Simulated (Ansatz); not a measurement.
Consider the substitution at a C–I bond: `FC(Cl)(I)I` + HBr → `FC(Cl)(Br)I` + HI.

Calculated with Ansatz (gas phase, PBE0-D4/def2-TZVP geometries, no zero-point term in ΔE). CBS: MP2 limit from def2 TZ/QZ plus the TZ coupled-cluster correction, frozen cores. DFT in def2-TZVPP. B3LYP here is the variant with VWN-RPA as its local correlation; programs differ in this. HSE06 is defined as in plane-wave codes. def2 core potentials past Kr. For Br, I outer-core shells are correlated without core-valence functions, which leaves a few kJ/mol of doubt a bond. Scalar relativity is left out up to krypton.

Question: Is it downhill or uphill in electronic energy at CCSD(T)/CBS, and by how much? (An estimate is asked.)

Answer: Ansatz gave: Uphill: ΔE = +10.5 kJ/mol.

Question: What do these levels give: r2SCAN-D4, PBE0-D4, B3LYP-D4, HSE06-D4, BHLYP-D4, B2PLYP, r2SCAN0, HF/def2-TZVPP, HF/def2-QZVPP, MP2/def2-QZVPP, HF/CBS(def2), MP2/CBS(def2)? (Best estimate.)

Answer: The calculation gave: r2SCAN-D4 4.4, PBE0-D4 4.5, B3LYP-D4 6.6, HSE06-D4 4.7, BHLYP-D4 5.8, B2PLYP 5.3, r2SCAN0 2.8, HF/def2-TZVPP -1.6, HF/def2-QZVPP -0.8, MP2/def2-QZVPP 12.4, HF/CBS(def2) -0.7, MP2/CBS(def2) 14.6 kJ/mol.

Largest T1 diagnostic among the species: 0.010.

The D4 term adds +3.1 kJ/mol with B3LYP and +1.6 kJ/mol with PBE0; it sums over pairs of atoms, weighted by their polarisabilities, and B3LYP, whose exchange is more repulsive, gets the larger term. Leaving LDA and LC-ωPBE aside and taking each functional with its dispersion term where it has one, the values, not all of them listed here, spread over 5.4 kJ/mol, from ωB97X-V to BLYP-D4.
